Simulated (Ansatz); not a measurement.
All numbers were calculated with Ansatz.

AgF4P. Total charge 0; spin multiplicity 1. Ag: def2 effective core potential. The bonds changed during the relaxation, so this is another structure than the one it started from. The structure was optimised at the PBE0-D4/def2-TZVP level. It is one conformer, not always the lowest.

```xyz
6

F    -0.111   -1.634   -0.079
Ag   -1.486    0.322   -1.714
P     0.056   -0.012    0.064
F    -0.300   -0.117    1.582
F     0.238    1.606    0.226
F     1.604   -0.165   -0.079
```

What is the dipole moment at ωB97M-V/def2-TZVPP? (An estimate is asked.)

The calculation gave: 6.29 D, with components (-4.08, 0.88, -4.71) D in this frame, pointing from negative to positive charge.

And with PBE, r2SCAN, B3LYP? (Best estimate.)

The calculation gave: PBE 4.77 D, r2SCAN 5.21 D, B3LYP 5.52 D.

Give the Mulliken charges with ωB97M-V, r2SCAN, PBE in def2-TZVPP. (Best estimate.)

The calculation gave: 
```
atom  ωB97M-V  r2SCAN    PBE
  F1    -0.32   -0.31  -0.26
 Ag2     0.20    0.15   0.09
  P3     0.89    0.92   0.81
  F4    -0.23   -0.23  -0.19
  F5    -0.32   -0.31  -0.26
  F6    -0.23   -0.23  -0.19
```

B3LYP here is the variant with VWN-RPA as its local correlation; programs differ in this.
